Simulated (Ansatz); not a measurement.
Isolated molecules relaxed with PBE0-D4/def2-TZVP in Ansatz; ΔE leaves out vibrations. CCSD(T)/CBS is the MP2 limit (def2-TZVPP, def2-QZVPP) plus CCSD(T) − MP2 in def2-TZVPP, frozen cores. This one scheme is used for every species. DFT in def2-TZVPP. Each species was taken in one conformer, which may not be the lowest.

`CN[SiH2]CN` + H₂O → `NC[SiH2]O` + CH₃NH₂  (formal hydrolysis of the Si–N bond)

`CN[SiH2]CN`:

Z-matrix (Å, degrees):
```
C
N 1 1.448
H 1 1.092 2 109.6
H 1 1.097 2 113.0 3 119.8
H 1 1.095 2 111.5 3 -118.4
Si 2 1.720 1 124.2 3 -24.6
H 2 1.006 1 113.8 3 178.5
C 6 1.883 2 111.4 1 86.2
H 6 1.492 2 110.4 1 -33.7
H 6 1.491 2 107.3 1 -153.5
N 8 1.462 6 108.0 2 -43.5
H 8 1.096 6 107.6 2 -161.2
H 8 1.101 6 110.7 2 82.6
H 11 1.012 8 111.5 6 -177.8
H 11 1.013 8 109.7 6 63.7
```

H₂O:

```xyz
3

O    -0.157    0.156    0.320
H     0.370   -0.643    0.259
H    -0.213    0.487   -0.579
```

`NC[SiH2]O`:

```xyz
11

N    -1.343    0.141   -0.522
C     0.030    0.655   -0.592
Si    1.002   -0.246    0.745
O     0.627   -1.842    0.597
H    -1.887    0.423   -1.328
H    -1.818    0.504    0.295
H     0.119    1.749   -0.532
H     0.458    0.356   -1.555
H     0.596    0.285    2.080
H     2.470   -0.083    0.593
H    -0.255   -1.945    0.218
```

CH₃NH₂:

```xyz
7

C    -0.498    0.142   -0.235
N     0.783   -0.443    0.126
H    -0.837    0.966    0.409
H    -1.267   -0.633   -0.217
H    -0.448    0.518   -1.259
H     0.755   -0.808    1.069
H     1.513    0.257    0.106
```

| species | ωB97M-V energy (Eh) |
| --- | --- |
| `CN[SiH2]CN` | -481.20391 |
| H₂O | -76.43342 |
| `NC[SiH2]O` | -461.81468 |
| CH₃NH₂ | -95.84061 |

(1) Work out ΔE.

Largest T1 diagnostic among the species: 0.010.

Results:

(1) ΔE = (-461.81468) + (-95.84061) − (-481.20391) − (-76.43342) = -0.01796 Eh = -47.2 kJ/mol. CCSD(T)/CBS gives -43.6 kJ/mol.

The D4 term adds +8.9 kJ/mol with B3LYP and +5.3 kJ/mol with PBE0; it sums over pairs of atoms, weighted by their polarisabilities, and B3LYP, whose exchange is more repulsive, gets the larger term. In def2-TZVPP, CCSD(T) changes the Hartree–Fock value by +12.9 kJ/mol (the triples alone add +1.5 kJ/mol) and MP2 by +14.6 kJ/mol.

B3LYP here is the variant with VWN-RPA as its local correlation; programs differ in this.
